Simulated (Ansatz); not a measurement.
The same path of Cl$_{4}$H$_{2}$SZr (8 atoms, charge 0, multiplicity 1) was run twice with different band settings. Lost on the way: Zr1–Cl2, S6–H8. Made: Cl2–H8.

Theory: RHF/def2-SVP in Ansatz.

Relaxed end points:

```xyz
8
Properties=species:S:1:pos:R:3
Zr 0.024 -0.026 -0.040
Cl 0.330 -0.456 2.274
Cl 2.260 0.081 -0.769
Cl -0.711 2.163 -0.589
Cl -0.757 -1.860 -1.331
S -2.948 -0.145 0.768
H -2.988 -1.282 1.467
H -2.968 0.652 1.840
```

```xyz
8
Properties=species:S:1:pos:R:3
Zr -0.650 -0.154 -0.378
Cl -0.620 1.585 2.456
Cl 1.411 -0.878 0.529
Cl -0.653 2.099 -1.089
Cl -0.921 -1.429 -2.334
S -2.603 -0.860 0.957
H -2.947 -1.885 0.169
H -0.776 0.650 3.310
```

Common settings: movable images 9; climbing image yes; spring 5.0 eV/Å²; optimiser quadratic models (default); force threshold 0.03 eV/Å; iteration limit 60; end points relaxed.

| run | start path |
| --- | --- |
| 1 | through a guess of the saddle point |
| 2 | straight line |

What does each run give, and how far can it be trusted?

Run 1: converged after 36 iterations, highest image 1.690 eV above the first end. A vibrational analysis at the climbing image gives one clearly imaginary mode, 1048i cm⁻¹: a first-order saddle point.
Run 2: converged after 42 iterations, highest image 1.673 eV above the first end. The order of the point at the top wasn't checked.
The orbitals stay closed-shell, which can raise the energy where a bond breaks towards radicals; this wasn't checked here.
